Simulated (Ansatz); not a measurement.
`[CH3][V](=[NH])([OH])[Cl]` + H–F → `[CH3][V](=[NH])([F])[Cl]` + H₂O at 600 K and 1 bar (ligand exchange at a V–O bond).

Isolated molecules relaxed with PBE0-D4/def2-TZVP in Ansatz; ΔE leaves out vibrations. CCSD(T)/CBS is the MP2 limit (def2-TZVPP, def2-QZVPP) plus CCSD(T) − MP2 in def2-TZVPP, frozen cores. This one scheme is used for every species. For V outer-core shells are correlated without core-valence functions, which leaves a few kJ/mol of doubt a bond. Scalar relativity is left out up to krypton. One conformer a species, not always the lowest.

```csv
species,CCSD(T)/CBS energy (Eh),H − E (kJ/mol),S (J/(mol·K))
`[CH3][V](=[NH])([OH])[Cl]`,-1574.25157,236.0,468.2
H–F,-100.39570,42.3,194.0
`[CH3][V](=[NH])([F])[Cl]`,-1598.28252,202.1,451.5
H₂O,-76.37941,76.8,212.8
```

H − E and S are ideal-gas, rigid-rotor, harmonic terms from PBE0-D4/def2-TZVP, for one conformer and one mirror image of each species. 1 Eh = 2625.50 kJ/mol, R = 8.31446 J/(mol·K).

By hand: ΔE, ΔH, ΔS and ΔG.

ΔE = (-1598.28252) + (-76.37941) − (-1574.25157) − (-100.39570) = -0.01466 Eh = -38.5 kJ/mol. Δ(H − E) = 202.1 + 76.8 − 236.0 − 42.3 = 0.6, so ΔH = -37.9 kJ/mol. ΔS = 451.5 + 212.8 − 468.2 − 194.0 = 2.1 J/(mol·K). ΔG = -37.9 − 600 × (2.1)/1000 = -39.2 kJ/mol.

By hand: the equilibrium constant, and the temperature at which ΔG would vanish if ΔH and ΔS stayed fixed.

log₁₀ K = −ΔG/(RT ln 10) = 3.4. ΔH and −TΔS have one sign here, so there is no such temperature. One of them is within its doubt of zero, so this could turn.

The number of gas molecules stays the same, so ΔS is small and ΔH decides. A doubt of 5 kJ/mol in ΔE shifts log₁₀ K by 0.4 here. Other conformers and mirror images would add mixing entropy, several J/(mol·K) or more a flexible species. These are equilibria of isolated gas molecules and say nothing of rates. Largest T1 diagnostic: 0.031 (customary marks: 0.02 for closed shells, 0.045 for open ones).
